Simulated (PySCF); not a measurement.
Calculation: PBE-D3(BJ)/def2-TZVP // B3LYP-D3(BJ)/def2-TZVP (PySCF). All species are isolated molecules in the gas phase. One relaxed conformer stands for a flexible species; it need not be the lowest. Excitations are Tamm–Dancoff values on a coarser integration grid. The basis has no diffuse functions, so Rydberg states are missing or too high.

Reference species (SMILES): `BS` (neutral, multiplicity 1).

```json
{
 "T1 excitation (TDA)": "4.37 eV",
 "HOMO": "-7.32 eV"
}
```

Changed species: `B(S)(S)S` (3 of 3 H replaced by SH; the reference has 1 of 3 H replaced by SH).

**Question.** Give the shifts of the T1 excitation (TDA) and HOMO.

**Answer.** the T1 excitation (TDA) rises by 0.08 eV, to 4.45 eV; the HOMO goes up by 0.96 eV, to -6.36 eV.
